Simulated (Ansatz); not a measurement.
This geometry of Cl2Zn + H2 (5 atoms, charge 0, multiplicity 1) is a first-order saddle point.

All numbers below come from Ansatz 0.2.0, RKS PBE0/def2-SVP.

```xyz
5
Properties=species:S:1:pos:R:3
Zn -0.620 0.000 -0.126
Cl 0.195 0.000 2.189
Cl 0.380 0.000 -1.983
H -2.011 0.000 0.804
H -1.228 0.000 1.619
```

(1) Which two structures does it join? (They come from a converged band through this point; their orientation in space is the band's.)

(2) How far does it lie above each of them?

Answers

(1) Bonds broken: Zn1–Cl2, H4–H5. Bonds formed: Zn1–H4, Cl2–H5. Cl2Zn + H2 becomes ClH + ClHZn.

Image 0:

```xyz
5
Properties=species:S:1:pos:R:3
Zn 0.281 0.000 0.282
Cl 0.816 0.000 2.318
Cl -0.071 0.000 -1.793
H -2.252 0.000 0.479
H -2.059 0.000 1.218
```

Image 6:

```xyz
5
Properties=species:S:1:pos:R:3
Zn -0.962 0.000 -0.542
Cl 0.186 0.000 2.059
Cl 0.866 0.000 -1.622
H -2.413 0.000 -0.034
H -0.963 0.000 2.642
```

(2) 1.31 eV above the first and 0.42 eV above the second. This is the barrier of this one path; another mechanism may lie lower. The orbitals stay closed-shell, which can raise the energy where a bond breaks towards radicals; this wasn't checked here.

Run time: 2.4 min on 1 thread of Arm Neoverse V2, on a shared host, peak memory 0.18 GiB.
